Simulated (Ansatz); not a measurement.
C₅H₉N₂+ (`Cn1cc[n+](C)c1`), 16 atoms. Charge 1, multiplicity 1. All runs use 4 threads of an Intel Xeon Platinum 8259CL on a shared host. Correlated methods freeze the cores.

Q: How many basis functions does each run have, and how long does it take in Ansatz? RHF-MP2/def2-QZVPP energy; RKS PBE0-D4/def2-QZVPP energy; RKS PBE0-D4/def2-TZVP relaxation (14 steps); RKS r2SCAN-D4/def2-TZVPP energy and forces; RKS ωB97M-V/def2-SVP energy; RKS PBE0-D4/def2-TZVP frequencies; RKS LC-ωPBE/def2-TZVPP energy; direct RPA on PBE orbitals/def2-TZVPP energy; RHF-CCSD(T)/def2-SVP energy; RKS PBE0-D4/def2-SVP energy; RKS PBE-D4/def2-TZVPP energy and forces; RKS ωB97M-V/def2-QZVPP energy. (An estimate is asked.)

A: Computed: Other jobs shared the machine, so times are rough.

```json
{"level": "RKS PBE0-D4/def2-SVP", "job": "energy", "functions": "143", "wall time": "1.9 s", "peak host memory (GiB)": "0.38"}
{"level": "RKS PBE-D4/def2-TZVPP", "job": "energy and forces", "functions": "343", "wall time": "4.7 s", "peak host memory (GiB)": "0.55"}
{"level": "RKS LC-ωPBE/def2-TZVPP", "job": "energy", "functions": "343", "wall time": "4.7 s", "peak host memory (GiB)": "0.82"}
{"level": "RKS ωB97M-V/def2-SVP", "job": "energy", "functions": "143", "wall time": "6 s", "peak host memory (GiB)": "0.51"}
{"level": "RKS r2SCAN-D4/def2-TZVPP", "job": "energy and forces", "functions": "343", "wall time": "7 s", "peak host memory (GiB)": "0.58"}
{"level": "direct RPA on PBE orbitals/def2-TZVPP", "job": "energy", "functions": "343", "wall time": "10 s", "peak host memory (GiB)": "1.2"}
{"level": "RKS PBE0-D4/def2-QZVPP", "job": "energy", "functions": "669", "wall time": "17 s", "peak host memory (GiB)": "2.9"}
{"level": "RHF-CCSD(T)/def2-SVP", "job": "energy", "functions": "143", "wall time": "19 s", "peak host memory (GiB)": "1.3"}
{"level": "RKS ωB97M-V/def2-QZVPP", "job": "energy", "functions": "669", "wall time": "32 s", "peak host memory (GiB)": "3.5"}
{"level": "RHF-MP2/def2-QZVPP", "job": "energy", "functions": "669", "wall time": "56 s", "peak host memory (GiB)": "7.1"}
{"level": "RKS PBE0-D4/def2-TZVP", "job": "relaxation (14 steps)", "functions": "271", "wall time": "88 s", "peak host memory (GiB)": "0.96"}
{"level": "RKS PBE0-D4/def2-TZVP", "job": "frequencies", "functions": "271", "wall time": "7.5 min", "peak host memory (GiB)": "1"}
```

LC-ωPBE has ω = 0.4 bohr⁻¹.
